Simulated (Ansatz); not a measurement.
K5H6⁻, 11 atoms. Hardware: 4 threads of Arm Neoverse V1 on a shared host.

Correlated methods freeze 25 core orbitals; core or outer-core shells of K are correlated, in sets that lack core-valence functions.

Q: How many basis functions does each of these Ansatz runs have, and roughly what does it cost? HF/STO-3G, charge -1 singlet, energy; r2SCAN-D4/def2-TZVPD, charge -1 singlet, energy, from earlier orbitals; BLYP-D4/def2-TZVPD, charge -1 singlet, energy, from earlier orbitals; LDA (SPW92)/def2-TZVPD, charge -1 singlet, energy, from earlier orbitals; MP2/def2-TZVPD, charge -1 singlet, energy, from earlier orbitals; PBE0-D4/def2-TZVPD, charge -1 singlet, energy, from earlier orbitals; PBE-D4/def2-SVPD, charge -1 singlet, relaxation, 15 steps; ωB97X-V/def2-TZVPD, charge -1 singlet, energy, from earlier orbitals; CCSD(T)/def2-SVPD, charge -1 singlet, energy, from earlier orbitals; PBE-D4/def2-TZVPD, charge -1 singlet, energy and forces, from earlier orbitals.

A: Other jobs shared the machine, so times can vary by a factor of up to 3. A dash marks memory too small to be measured apart from the calling script's.

| run | functions | fitting or Cholesky vectors | wall time | peak host memory (GiB) |
| --- | --- | --- | --- | --- |
| HF/STO-3G, charge -1 singlet, energy | 71 | 877 | 0.4 s | – |
| LDA (SPW92)/def2-TZVPD, charge -1 singlet, energy, from earlier orbitals | 234 | 1956 | 3.2 s | – |
| MP2/def2-TZVPD, charge -1 singlet, energy, from earlier orbitals | 234 | 2141 | 6.5 s | 0.82 |
| PBE-D4/def2-TZVPD, charge -1 singlet, energy and forces, from earlier orbitals | 234 | 1956 | 7.5 s | – |
| BLYP-D4/def2-TZVPD, charge -1 singlet, energy, from earlier orbitals | 234 | 1956 | 8 s | – |
| PBE0-D4/def2-TZVPD, charge -1 singlet, energy, from earlier orbitals | 234 | 2181 | 11 s | 1.1 |
| r2SCAN-D4/def2-TZVPD, charge -1 singlet, energy, from earlier orbitals | 234 | 1956 | 14 s | – |
| ωB97X-V/def2-TZVPD, charge -1 singlet, energy, from earlier orbitals | 234 | 2056 | 28 s | 1.3 |
| PBE-D4/def2-SVPD, charge -1 singlet, relaxation, 15 steps | 183 | 1874 | 49 s | – |
| CCSD(T)/def2-SVPD, charge -1 singlet, energy, from earlier orbitals | 183 | 1769 | 1.8 min | 2.3 |
